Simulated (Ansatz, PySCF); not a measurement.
FH3O2SSi, SMILES O[Si](O)(F)S. Atoms are numbered in the order given.

```xyz
8

O      0.2743    -0.1973     1.6959
Si     0.2848    -0.2525     0.0472
O      1.8269    -0.5903    -0.4030
F     -0.7291    -1.4158    -0.4642
S     -0.3951     1.5395    -0.8754
H     -0.5524     0.0652     2.1245
H      2.3334    -1.1374     0.2154
H     -1.2807     0.8732    -1.6494
```

Geometry optimised at TPSSh-D3(BJ)/def2-SVP. Other conformers were not sampled.

Two levels are set side by side: PBE-D3(BJ)/def2-SVP (Ansatz, an electronic-structure program) and TPSSh-D3(BJ)/def2-SVP (PySCF). Each level has its own optimised geometry; the coordinates shown are those of the second. Frequencies come from the Hessian of PySCF at each geometry. Differences are taken from unrounded values.

| quantity | TPSSh-D3(BJ) | PBE-D3(BJ) | PBE-D3(BJ) minus TPSSh-D3(BJ) |
|---|---|---|---|
| mean bond length (Å) | 1.476 | 1.485 | 0.009 |
| bond O1–Si2 (Å) | 1.650 | 1.662 | 0.012 |
| bond Si2–O3 (Å) | 1.642 | 1.653 | 0.011 |
| bond Si2–F4 (Å) | 1.626 | 1.637 | 0.011 |
| bond Si2–S5 (Å) | 2.127 | 2.136 | 0.009 |
| bond O1–H6 (Å) | 0.967 | 0.973 | 0.006 |
| bond O3–H7 (Å) | 0.969 | 0.974 | 0.006 |
| bond S5–H8 (Å) | 1.352 | 1.362 | 0.010 |
| highest harmonic wavenumber (cm⁻¹) | 3841 | 3770 | -72 |
| mean harmonic wavenumber (cm⁻¹) | 997 | 976 | -21 |
| zero-point energy (kcal/mol) | 25.67 | 25.12 | -0.55 |

GGA bonds tend to be longer and softer than those of functionals with exact exchange. Differences between two approximate levels are no errors against the true value.
